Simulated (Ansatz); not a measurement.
Frontier orbitals of C₁₀H₁₀ClFZr, SMILES `[F][Zr]12345678([Cl])([C@H]9[C@@H]1[C@@H]2[C@@H]3[C@H]94)[C@H]1[C@@H]5[C@@H]6[C@@H]7[C@H]18`.

The species carries charge 0 and has multiplicity 1. Correlated methods include outer-core shells of Zr, which these sets cover unevenly. Zr: def2 effective core potential. The structure was optimised at the PBE0-D4/def2-TZVP level. Basis def2-TZVPP, the Gaussian-basis code of Ansatz.

```json
{"functional": "LDA (SPW92)", "HOMO (eV)": "-6.13", "LUMO (eV)": "-2.48", "gap (eV)": "3.65"}
{"functional": "PBE", "HOMO (eV)": "-5.93", "LUMO (eV)": "-2.21", "gap (eV)": "3.72"}
{"functional": "PBE0", "HOMO (eV)": "-6.96", "LUMO (eV)": "-1.33", "gap (eV)": "5.63"}
{"functional": "BHLYP", "HOMO (eV)": "-7.79", "LUMO (eV)": "-0.30", "gap (eV)": "7.49"}
{"functional": "CAM-B3LYP", "HOMO (eV)": "-8.15", "LUMO (eV)": "-0.25", "gap (eV)": "7.90"}
{"functional": "LC-ωPBE", "HOMO (eV)": "-9.42", "LUMO (eV)": "0.85", "gap (eV)": "10.27"}
{"functional": "ωB97M-V", "HOMO (eV)": "-8.98", "LUMO (eV)": "0.69", "gap (eV)": "9.67"}
{"functional": "HF", "HOMO (eV)": "-8.96", "LUMO (eV)": "1.94", "gap (eV)": "10.90"}
```

A quarter of exact exchange (PBE0) shifts PBE's HOMO by −1.02 eV and its LUMO by +0.88 eV; full exchange at long range (ωB97M-V) shifts them by −3.05 and +2.90 eV. The gap opens from 3.72 to 9.67 eV, since occupied levels lose self-interaction and empty ones feel all the electrons. A positive LUMO is unbound and depends on the basis.

LC-ωPBE has ω = 0.4 bohr⁻¹.
